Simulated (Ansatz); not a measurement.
A CCSD(T) single point on C₂H₃BrClF, SMILES `FC(Cl)CBr`.

```yaml
crystal:
  periodic: [false, false, false]
  atoms:
    - {symbol: F, position_ang: [-0.509650, 0.152267, 1.649604]}
    - {symbol: C, position_ang: [0.384529, 0.042397, 0.640092]}
    - {symbol: Cl, position_ang: [1.371171, -1.418187, 0.903046]}
    - {symbol: C, position_ang: [-0.314236, -0.094099, -0.683709]}
    - {symbol: Br, position_ang: [-1.271932, 1.532913, -1.114814]}
    - {symbol: H, position_ang: [1.062442, 0.895347, 0.677150]}
    - {symbol: H, position_ang: [0.407775, -0.262191, -1.477993]}
    - {symbol: H, position_ang: [-1.037902, -0.905548, -0.649276]}
basis:
  gaussian: {orbitals: def2-SVP}
correlation: {method: ccsd_t}
```

```sh
$ ansatz run in.yaml --threads 4 --pin off --events-out ev --progress --plain --max-ram 10444MiB
```

Log, shortened:

```
Functional definition: HF
1040 factors; integrals over basis functions are off by at most 1.2e-3 eV
mean field evaluation 1: about -87298.2516 eV, gradient 2.8e1 eV
mean field evaluation 2: about -87298.3332 eV, gradient 2.8e1 eV
mean field evaluation 4: about -87300.3014 eV, gradient 3.1e0 eV
mean field evaluation 8: about -87300.3380 eV, gradient 1.6e-4 eV
mean field -87300.33799393 eV, -3208.2282469826 hartree, gradient 7.6e-6 eV, S^2 0.000000; 0 other end points of the search recorded, 0 dependent functions left out
17 core orbitals not correlated: weight in the atoms' cores, before any rotation towards them, 1.000 or more for the frozen orbitals, at most 0.000 for the correlated occupied ones
reference -87300.33799393 eV, -3208.2282469826 hartree; 21, 21 occupied and 69, 69 virtual orbitals, 1040 factors
second order -22.46820230 eV of doubles, -0.00000000 eV of singles
cycle   1  -22.83310059 eV  change   -3.6e-1 eV  update   9.3e-2
cycle   2  -23.31266455 eV  change   -4.8e-1 eV  update   2.6e-2
cycle   3  -23.41464583 eV  change   -1.0e-1 eV  update   1.2e-2
cycle   4  -23.40915179 eV  change    5.5e-3 eV  update   2.5e-3
cycle   5  -23.40971687 eV  change   -5.7e-4 eV  update   1.1e-3
cycle   6  -23.41021235 eV  change   -5.0e-4 eV  update   3.0e-4
cycle   7  -23.41001504 eV  change    2.0e-4 eV  update   1.2e-4
cycle   8  -23.40999219 eV  change    2.3e-5 eV  update   4.1e-5
perturbative correction -0.57869867 eV, -0.0212667838 hartree
Total energy: -87324.32668479 eV, -3209.1098151116 hartree
```

It took 6 s on 4 threads of an Arm Neoverse V2 on a shared host, with 0.51 GiB of host memory at the peak.

The correlation energy is -23.989 eV, 2.4 % of it from (T); the T1 diagnostic reads 0.0084.
